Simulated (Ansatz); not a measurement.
A run on `[F][Al]1[CH2][GaH]1` with other settings.

```yaml
crystal:
  periodic: [false, false, false]
  atoms:
    - {symbol: F, position_ang: [-0.617707, -2.679844, 1.129787]}
    - {symbol: Al, position_ang: [-0.345414, -1.330801, 0.342454]}
    - {symbol: C, position_ang: [0.399636, 0.560334, 0.516587]}
    - {symbol: Ga, position_ang: [-0.380092, 0.374149, -1.257376]}
    - {symbol: H, position_ang: [1.433807, 0.142413, 0.111393]}
    - {symbol: H, position_ang: [0.792072, 1.106187, 1.327331]}
    - {symbol: H, position_ang: [-1.036859, 1.862579, -2.151205]}
basis:
  gaussian: {orbitals: def2-mTZVPP}
hamiltonian: {xc: {name: B97M-V}}
accuracy: high
```

```sh
$ ansatz run in.yaml --threads 2 --pin off --events-out ev --progress --plain --max-ram 4352MiB
```

It prints (some lines left out):

```
Functional definition: B97M-V
2290 factors; integrals over basis functions are off by at most 1.4e-8 eV
mean field evaluation 1: about -62753.9003 eV, gradient 7.6e1 eV
mean field evaluation 2: about -62703.4296 eV, gradient 1.4e2 eV
mean field evaluation 4: about -62765.2920 eV, gradient 1.6e1 eV
mean field evaluation 8: about -62766.2993 eV, gradient 6.0e-1 eV
mean field evaluation 16: about -62766.3007 eV, gradient 2.2e-4 eV
mean field -62766.30069186 eV, -2306.6190058990 hartree, gradient 6.9e-8 eV, S^2 0.000000; 0 other end points of the search recorded, 0 dependent functions left out
reference -62766.30069816 eV, -2306.6190061307 hartree; 31, 31 occupied and 85, 85 virtual orbitals, 2290 factors
Total energy: -62766.30069816 eV, -2306.6190061307 hartree
```

It took 36 s on 2 threads of an Arm Neoverse V2 on a shared host, with 0.58 GiB of host memory at the peak.
